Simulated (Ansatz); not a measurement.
Gas-phase electronic energies from Ansatz, PBE0-D4/def2-TZVP geometries. CBS: MP2 limit from def2 TZ/QZ plus the TZ coupled-cluster correction, frozen cores. DFT in def2-TZVPP. B3LYP here is the variant with VWN-RPA as its local correlation; programs differ in this. One conformer a species, not always the lowest.

Reaction (isomerisation): `[SiH3]NCBCl` → `NBC[SiH2]Cl`

```json
{"level": "PBE-D4", "ΔE (kJ/mol)": "-201.1", "difference from CCSD(T)/CBS": "0.4"}
{"level": "r2SCAN-D4", "ΔE (kJ/mol)": "-205.1", "difference from CCSD(T)/CBS": "-3.6"}
{"level": "PBE0-D4", "ΔE (kJ/mol)": "-203.0", "difference from CCSD(T)/CBS": "-1.5"}
{"level": "B3LYP-D4", "ΔE (kJ/mol)": "-198.6", "difference from CCSD(T)/CBS": "2.9"}
{"level": "ωB97X-V", "ΔE (kJ/mol)": "-195.9", "difference from CCSD(T)/CBS": "5.6"}
{"level": "ωB97M-V", "ΔE (kJ/mol)": "-202.5", "difference from CCSD(T)/CBS": "-1.0"}
{"level": "B2PLYP", "ΔE (kJ/mol)": "-199.1", "difference from CCSD(T)/CBS": "2.4"}
{"level": "CCSD/def2-TZVPP", "ΔE (kJ/mol)": "-196.5", "difference from CCSD(T)/CBS": "5.0"}
{"level": "CCSD(T)/def2-TZVPP", "ΔE (kJ/mol)": "-197.3", "difference from CCSD(T)/CBS": "4.2"}
{"level": "HF/CBS(def2)", "ΔE (kJ/mol)": "-189.7", "difference from CCSD(T)/CBS": "11.8"}
{"level": "CCSD(T)/CBS", "ΔE (kJ/mol)": "-201.5", "difference from CCSD(T)/CBS": "0"}
```

Largest T1 diagnostic among the species: 0.011.

In def2-TZVPP, CCSD(T) changes the Hartree–Fock value by −7.4 kJ/mol (the triples alone add −0.8 kJ/mol) and MP2 by −13.6 kJ/mol.
